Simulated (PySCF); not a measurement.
Isomers of C6H7O2 (doublet state), one GFN2-xTB conformer each. Single-point energies are computed at B3LYP/pcH-1 (PySCF, gas phase, no added dispersion term), electronic only. GFN2-xTB treats the open shell by occupation alone, and not every SCF solution was tested for stability.

Question: Rank them by B3LYP/pcH-1 energy, lowest first (kcal/mol).
A. `[CH:1]#[C:2][C:3](=[O:4])[O:5][CH:6][CH2:7][CH3:8]` (doublet state) with C2–C3–O5–C6 180°, C3–O5–C6–C7 178°, O5–C6–C7–C8 -118°
B. `[H]/[C:1]=[C:2]1/[CH2:3][CH2:4][C@H:5]1[C:6](=[O:7])[OH:8]` (doublet state) with C4–C5–C6–O7 9°, C5–C6–O8–H -177°
C. `[CH3:1][O:2][C:3]1=[C:4][O:5][CH:6]=[CH:7][CH2:8]1` (doublet state) with C1–O2–C3–C4 -17°, C3–C4–O5–C6 -14°, C4–O5–C6–C7 24°, C6–C7–C8–C3 -26°, O2–C3–C8–C7 -152°
D. `[CH3:1][CH2:2][CH:3][C:4]#[C:5][C:6](=[O:7])[OH:8]` (doublet state) with C1–C2–C3–C4 0°, C5–C6–O8–H 180°
E. `[CH3:1][O:2][CH:3][C:4](=[O:5])[C:6]1=[CH:7][CH2:8]1` (doublet state) with C1–O2–C3–C4 0°, O2–C3–C4–O5 0°, C3–C4–C6–C7 0°
F. `[CH2:1][C@@H:2]([CH3:3])[O:4][c:5]1[cH:6][c:7]1=[O:8]` (doublet state) with H–C1–C2–C3 163° and -32°, C1–C2–O4–C5 111°, C2–O4–C5–C6 0°

Answer: D (0.0), B (19.7), A (26.2), C (44.7), E (45.2), F (50.2).

As drawn, the lowest has an O–H bond, which the highest lacks; the highest has a three-membered ring, which the lowest lacks. Neighbours under 5.0 kcal/mol apart (COC1=[C]OC=CC1 and CO[CH]C(=O)C1=CC1; CO[CH]C(=O)C1=CC1 and [CH2][C@@H](C)Oc1cc1=O) can change places with a better method, another conformer or zero-point energy. GFN2-xTB itself gives, in the same order: 0.0, 9.5, 17.5, 13.3, 35.6, 41.2. Both levels put the same isomer lowest; measured from each level's own lowest isomer, the values differ by up to 31.4 kcal/mol (COC1=[C]OC=CC1: 13.3 against 44.7).
